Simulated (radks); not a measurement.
Problem. Ionisation ladder of antimony, from Sb XLV to Sb LI. Each ion is in the ground configuration listed by NIST, and IE = E(next ion) - E(this ion), with E = 0 for the bare nucleus. All-electron calculation, Dirac Kohn-Sham, PBE, spin-unpolarised, spherical densities, point nucleus; open shells are shared between the two j in proportion to 2j + 1. Program: a radial shooting solver on a logarithmic mesh with Libxc functionals.

| species | configuration | IE, Delta-SCF (eV) | -e(HOMO) (eV) | HOMO | <r> HOMO (bohr) |
|---|---|---|---|---|---|
| Sb XLV | [He] 2s2 2p3 | 7491.7 | 7284.6 | 2p3/2 | 0.103 |
| Sb XLVI | [He] 2s2 2p2 | ? | 7510.8 | 2p3/2 | 0.102 |
| Sb XLVII | [He] 2s2 2p1 | 7949.6 | 7738.0 | 2p3/2 | 0.102 |
| Sb XLVIII | [He] 2s2 | 8484.6 | 8388.5 | 2s1/2 | 0.115 |
| Sb XLIX | [He] 2s1 | ? | 8579.6 | 2s1/2 | 0.115 |
| Sb L | [He] | 35864 | 35458 | 1s1/2 | 0.0282 |
| Sb LI | 1s1 | ? | 36265 | 1s1/2 | 0.0281 |

Estimate the withheld Delta-SCF values.

Solution. Sb XLVI: 7720.3 eV (NIST 7887); Sb XLIX: 8671.6 eV (NIST 8669.5); Sb LI: 36624 eV (NIST 36668.2).

Beside tabulated values, note that spin-unpolarised runs miss the spin-polarisation part of the exchange energy of open shells.
